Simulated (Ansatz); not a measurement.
Consider the formal exchange of groups at a Ga–O bond: `C[O][Ga]([OH])[O]C` + `CC(F)C=N` → `C[O][GaH][O]C` + `CC(F)C(=N)O`.

Computed with Ansatz on PBE0-D4/def2-TZVP structures; ΔE is electronic, products minus reactants. CBS: MP2 limit from def2 TZ/QZ plus the TZ coupled-cluster correction, frozen cores. DFT in def2-TZVPP. B3LYP here is the variant with VWN-RPA as its local correlation; programs differ in this. For Ga outer-core shells are correlated without core-valence functions, which leaves a few kJ/mol of doubt a bond. Scalar relativity is left out up to krypton. One conformer a species, not always the lowest.

```json
{"level": "PBE-D4", "ΔE (kJ/mol)": "44.9"}
{"level": "ωB97X-V", "ΔE (kJ/mol)": "54.4"}
{"level": "ωB97M-V", "ΔE (kJ/mol)": "53.4"}
{"level": "B2PLYP", "ΔE (kJ/mol)": "63.3"}
{"level": "B3LYP", "ΔE (kJ/mol)": "56.5"}
{"level": "CCSD/def2-TZVPP", "ΔE (kJ/mol)": "70.1"}
{"level": "MP2/CBS(def2)", "ΔE (kJ/mol)": "71.7"}
{"level": "CCSD/CBS(def2)", "ΔE (kJ/mol)": "70.1"}
```

(1) What does CCSD(T)/CBS give? (Estimate.)

Largest T1 diagnostic among the species: 0.014.

Answers

(1) The calculation gave: +68.5 kJ/mol. The listed levels differ from it by -23.6, -14.1, -15.1, -5.2, -12.0, 1.6, 3.2, 1.6 kJ/mol.

From PBE to PBE0 (25 % exact exchange), in def2-TZVPP and without D4, ΔE moves by +3.8 kJ/mol.
